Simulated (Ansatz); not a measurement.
Start from `CB[SiH2]S` and change one atom or group to get `S[SiH2]BCl`.

Ansatz, PBE0-D4/def2-TZVP geometries, multiplicity 1. Each molecule was computed in one conformer, which needn't be the lowest.

```csv
property,`CB[SiH2]S`
size of the dipole moment (PBE/def2-TZVPP) / D,0.74
HOMO–LUMO gap (ωB97M-V/def2-TZVPP) / eV,9.49
HOMO energy (PBE0/def2-TZVPP) / eV,-7.28
HOMO energy (ωB97M-V/def2-TZVPP) / eV,-9.48
HOMO energy (B3LYP/def2-TZVPP) / eV,-7.03
LUMO energy (PBE/def2-TZVPP) / eV,-2.94
```

**Question.** Give the same properties after the change, and the shifts. (An estimate is asked.)

**Answer.** Computed: 
| property | `S[SiH2]BCl` | shift |
| --- | --- | --- |
| size of the dipole moment (PBE/def2-TZVPP) / D | 0.66 | -0.08 |
| HOMO–LUMO gap (ωB97M-V/def2-TZVPP) / eV | 9.03 | -0.46 |
| HOMO energy (PBE0/def2-TZVPP) / eV | -7.34 | -0.06 |
| HOMO energy (ωB97M-V/def2-TZVPP) / eV | -9.45 | 0.03 |
| HOMO energy (B3LYP/def2-TZVPP) / eV | -7.12 | -0.09 |
| LUMO energy (PBE/def2-TZVPP) / eV | -3.30 | -0.36 |

With PBE0 the HOMO falls by 0.06 eV and the LUMO falls by 0.44 eV, so the gap narrows by about 0.38 eV. PBE moves the HOMO by -0.12 eV and ωB97M-V by 0.03 eV. The zero-point energy changes by -90.0 kJ/mol with -9 modes. Dipoles are sizes alone; their direction can turn.

B3LYP here is the variant with VWN-RPA as its local correlation; programs differ in this.
